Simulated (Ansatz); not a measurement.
One change: `O[SiH]1NCS1` becomes `[SiH3][SiH]1NCS1`.

Ansatz, PBE0-D4/def2-TZVP geometries, multiplicity 1. Each molecule was computed in one conformer, which needn't be the lowest.

| property | `O[SiH]1NCS1` |
| --- | --- |
| size of the dipole moment (B3LYP/def2-TZVPP) / D | 2.43 |
| HOMO energy (ωB97M-V/def2-TZVPP) / eV | -9.20 |
| HOMO–LUMO gap (ωB97M-V/def2-TZVPP) / eV | 11.21 |
| LUMO energy (PBE0/def2-TZVPP) / eV | 0.25 |
| HOMO energy (PBE/def2-TZVPP) / eV | -5.78 |
| HOMO energy (PBE0/def2-TZVPP) / eV | -7.00 |

(1) What does the change do to each property? (Estimate.)

Answers

(1) Ansatz gave: 
| property | `[SiH3][SiH]1NCS1` | shift |
| --- | --- | --- |
| size of the dipole moment (B3LYP/def2-TZVPP) / D | 2.03 | -0.40 |
| HOMO energy (ωB97M-V/def2-TZVPP) / eV | -8.69 | 0.51 |
| HOMO–LUMO gap (ωB97M-V/def2-TZVPP) / eV | 9.60 | -1.61 |
| LUMO energy (PBE0/def2-TZVPP) / eV | -0.86 | -1.11 |
| HOMO energy (PBE/def2-TZVPP) / eV | -5.42 | 0.36 |
| HOMO energy (PBE0/def2-TZVPP) / eV | -6.58 | 0.42 |

With PBE0 the HOMO rises by 0.42 eV and the LUMO falls by 1.11 eV, so the gap narrows by about 1.53 eV. PBE moves the HOMO by 0.36 eV and ωB97M-V by 0.51 eV. Dipoles are sizes alone; their direction can turn.

B3LYP here is the variant with VWN-RPA as its local correlation; programs differ in this.
